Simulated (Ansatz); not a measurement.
Geometry optimisation, RKS B3LYP-D4/STO-3G (Ansatz).

Input:

```yaml
crystal:
  periodic: [false, false, false]
  atoms:
    - { symbol: C, position_ang: [-0.0749, 1.1141, -1.7045] }
    - { symbol: C, position_ang: [0.9037, 1.0094, -0.6051] }
    - { symbol: Si, position_ang: [0.4046, -0.0946, 0.8193] }
    - { symbol: Si, position_ang: [0.412, -2.2803, 0.0994] }
    - { symbol: C, position_ang: [-1.2143, 0.2935, 1.5275] }
    - { symbol: Cl, position_ang: [-1.2137, 1.9893, 2.1496] }
    - { symbol: H, position_ang: [-0.3175, 0.2003, -2.1886] }
    - { symbol: H, position_ang: [0.2924, 1.8529, -2.4969] }
    - { symbol: H, position_ang: [-1.0603, 1.591, -1.2973] }
    - { symbol: H, position_ang: [1.8468, 0.6466, -1.0156] }
    - { symbol: H, position_ang: [1.1158, 2.0102, -0.1843] }
    - { symbol: H, position_ang: [1.5171, 0.0084, 1.8932] }
    - { symbol: H, position_ang: [1.81197, -2.64958, -0.29805] }
    - { symbol: H, position_ang: [-0.53502, -2.56372, -0.87867] }
    - { symbol: H, position_ang: [0.17211, -3.16914, 1.3316] }
    - { symbol: H, position_ang: [-2.0111, 0.2576, 0.8233] }
    - { symbol: H, position_ang: [-1.4565, -0.3205, 2.3876] }
basis:
  gaussian: { orbitals: STO-3G }
hamiltonian:
  xc: b3lyp
  dispersion: d4
relax:
  f_tol: 0.015
  max_steps: 40
output:
  orbitals: {}
```

Run as:

```bash
$ ansatz run input.yaml --threads 1 --pin off --max-ram 2048MiB --backend cpu --events-out ev --progress --plain --runs-dir out
```

**Question.** Where does it end, and by what steps?

**Answer.** It converged. The force dipped under the threshold on the way, but the program's further checks kept it going. Limits of this set-up: minimal basis. After 10 steps the energy has fallen by 0.876 eV; H9 moved furthest, 0.25 Å.

```
step  energy less start (eV)  largest force component (eV/Å)  accepted
   0                  0.0000                           4.349       yes
   1                 -0.7899                           0.785       yes
   2                 -0.8624                           0.320       yes
   3                 -0.8707                           0.065       yes
   4                 -0.8727                           0.075       yes
   5                 -0.8749                           0.028       yes
   6                 -0.8756                           0.023       yes
   7                 -0.8759                           0.012       yes
   8                 -0.8761                           0.015       yes
   9                 -0.8761                           0.010       yes
  10                 -0.8761                           0.008       yes
```

```xyz
17
Properties=species:S:1:pos:R:3
C -0.078 1.063 -1.709
C 0.943 1.069 -0.535
Si 0.520 -0.147 0.844
Si 0.415 -2.284 0.113
C -1.166 0.327 1.566
Cl -1.219 2.117 2.062
H -0.149 0.066 -2.174
H 0.220 1.779 -2.490
H -1.083 1.347 -1.359
H 1.947 0.845 -0.928
H 0.988 2.084 -0.109
H 1.489 -0.011 1.910
H 1.675 -2.690 -0.464
H -0.612 -2.438 -0.891
H 0.109 -3.181 1.203
H -1.991 0.194 0.846
H -1.415 -0.245 2.476
```

Whether the end is a true minimum wasn't checked by a vibrational analysis.

The run took 2 min on 1 thread of Intel(R) Xeon(R) Processor @ 2.50GHz (Skylake/Cascade Lake), on a shared host, peak memory 0.16 GiB.
